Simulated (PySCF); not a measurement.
Sc⁺: excitation energy

Sc⁺ [Ar] 3d1 4s1 (3D) → Sc⁺ [Ar] 4s1 4p1 (3P), as a difference of total energies. Computed with PySCF 2.14 in aug-cc-pVTZ, with no relativity, point nucleus. Correlated levels: valence: [Ar] frozen. The calculations carry no spin-orbit coupling.

| method | excitation energy (eV) |
| --- | --- |
| UHF | 4.427 |
| LDA | 5.527 |
| PBE | 5.455 |
| PBE0 | 5.285 |
| r2SCAN | 5.463 |
| PW91 | 5.507 |
| B3LYP | 5.418 |
| r2SCANh | 5.411 |
| wB97X | 5.190 |
| MP2 (valence) | 4.421 |
| SCS-MP2 (valence) | 4.425 |

A first-order spin-orbit estimate (lowest level to lowest level, LS coupling) adds -0.006 eV.
